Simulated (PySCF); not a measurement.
Mg(Cl)(OH) (ClHMgO), SMILES [OH][Mg][Cl].

Geometry: PBE-D3(BJ)/def2-TZVP. One conformer was computed; it need not be the lowest.

Computed with PySCF with C-PCM-M06-2X/def2-SVP.

The values are the electrostatic part of the solvation free energy, E(continuum) − E(gas) at the gas-phase geometry, in a cavity of scaled van der Waals radii (PySCF's table); cavitation and dispersion terms are not included. A continuum can't describe solvent molecules that bind to the metal. In vacuum the orbital gap is 8.87 eV. The dipole moment in vacuum is 2.06 D.

```tsv
solvent	ε	ΔG(elec) (kcal/mol)	dipole (D)	gap (eV)
water	78.36	-15.2	2.61	9.40
cyclohexanone	15.62	___	___	___
benzene	2.27	-8.1	2.35	9.17
```

Q: What belongs in the gaps? (An estimate is asked for; the answer gives what the named calculation found.)

A: 
- cyclohexanone, ΔG(elec) (kcal/mol): -14.3
- cyclohexanone, dipole (D): 2.58
- cyclohexanone, gap (eV): 9.37
